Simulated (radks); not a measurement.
Valence configurations of the erbium ion Er2+ (all share [Xe]). Method: scalar-relativistic Kohn-Sham, PBE, spin-polarised, spherical densities, point nucleus; open shells are filled with parallel spins first (spin-orbit coupling, left out, can overturn this in heavy ions); computed with a radial shooting solver on a logarithmic mesh with Libxc functionals. Energies are relative to 4f12; eigenvalues in eV for spin up.

valence           E (eV)  moment (Bohr magnetons)    e(4f)    e(5d)    e(6p)    e(6s)
4f12               0.000                        2  -18.142        -        -        -
4f11.5 6s0.5       1.506                        3  -22.620        -        -  -16.227
4f11 6s1           4.517                        4  -27.507        -        -  -17.448
4f11 6p1           9.552                        4  -28.833        -  -13.133        -
4f10 5d2          13.888                        6  -32.410  -17.488        -        -
4f10.5 6s0.5 6p1  14.573                        5  -34.042        -  -13.936  -19.283
4f10 6s2          16.781                        4  -38.355        -        -  -19.091
4f10.5 6p1.5      17.236                        5  -34.686        -  -14.267        -
4f10 6s1 6p1      21.443                        6  -39.557        -  -14.702  -20.398
4f9 5d3           27.775                        8  -40.605  -19.291        -        -

NIST lists [Xe] 4f12 as the ground configuration; this level of theory agrees among the configurations tried. The energies are those of spherical high-spin densities, not of single terms.
